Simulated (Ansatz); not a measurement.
Reaction (formal exchange of groups at a Ti–F bond): `[OH][Ti]12345678([F])([C@H]9[C@@H]1[C@@H]2[C@@H]3[C@H]94)[C@H]1[C@@H]5[C@@H]6[C@@H]7[C@H]18` + CH₄ → `[CH3][Ti]12345678([OH])([C@H]9[C@@H]1[C@@H]2[C@@H]3[C@H]94)[C@H]1[C@@H]5[C@@H]6[C@@H]7[C@H]18` + H–F

Calculated with Ansatz (gas phase, PBE0-D4/def2-TZVP geometries, no zero-point term in ΔE). CCSD(T)/CBS adds triple-zeta CCSD(T) − MP2 to the extrapolated MP2 energy (def2 sets, frozen cores). This one scheme is used for every species. DFT in def2-TZVPP. B3LYP here is the variant with VWN-RPA as its local correlation; programs differ in this. HSE06 is defined as in plane-wave codes. For Ti outer-core shells are correlated without core-valence functions, which leaves a few kJ/mol of doubt a bond. Scalar relativity is left out up to krypton. Each species was taken in one conformer, which may not be the lowest.

```csv
level,ΔE (kJ/mol),difference from CCSD(T)/CBS
LDA (SPW92),182.2,19.2
PBE-D4,186.2,23.2
BLYP-D4,196.4,33.4
PBE0-D4,178.4,15.4
B3LYP-D4,191.0,28.0
r2SCANh-D4,192.6,29.6
r2SCAN0-D4,186.8,23.8
HSE06-D4,178.3,15.3
BHLYP-D4,190.0,27.0
ωB97X-V,187.4,24.4
B2PLYP,189.6,26.6
PBE-QIDH,172.1,9.1
PBE,194.8,31.8
revPBE,199.2,36.2
BLYP,212.8,49.8
r2SCAN,200.3,37.3
PBE0,186.2,23.2
B3LYP,204.1,41.1
r2SCANh,195.9,32.9
r2SCAN0,190.3,27.3
HSE06,185.8,22.8
BHLYP,200.8,37.8
CAM-B3LYP,202.8,39.8
LC-ωPBE,190.6,27.6
RPA@PBE/def2-TZVPP,171.5,8.5
HF/def2-SVP,206.1,43.1
MP2/def2-SVP,166.5,3.5
CCSD/def2-SVP,172.4,9.4
CCSD(T)/def2-SVP,174.6,11.6
HF/def2-TZVPP,211.2,48.2
MP2/def2-TZVPP,151.8,-11.2
SCS-MP2/def2-TZVPP,162.4,-0.6
CCSD/def2-TZVPP,170.7,7.7
CCSD(T)/def2-TZVPP,168.6,5.6
HF/def2-QZVPP,210.0,47.0
MP2/def2-QZVPP,148.2,-14.8
SCS-MP2/def2-QZVPP,159.1,-3.9
HF/CBS(def2),209.8,46.8
MP2/CBS(def2),146.2,-16.8
CCSD/CBS(def2),165.2,2.2
CCSD(T)/CBS,163.0,0
```

Largest T1 diagnostic among the species: 0.019.

In def2-TZVPP, CCSD(T) changes the Hartree–Fock value by −42.6 kJ/mol (the triples alone add −2.1 kJ/mol) and MP2 by −59.4 kJ/mol. From PBE to PBE0 (25 % exact exchange), in def2-TZVPP and without D4, ΔE moves by −8.5 kJ/mol.

CCSD(T)/CBS has its own doubt, a few kJ/mol and more with outer-core shells, so smaller differences from it don't rank the levels.
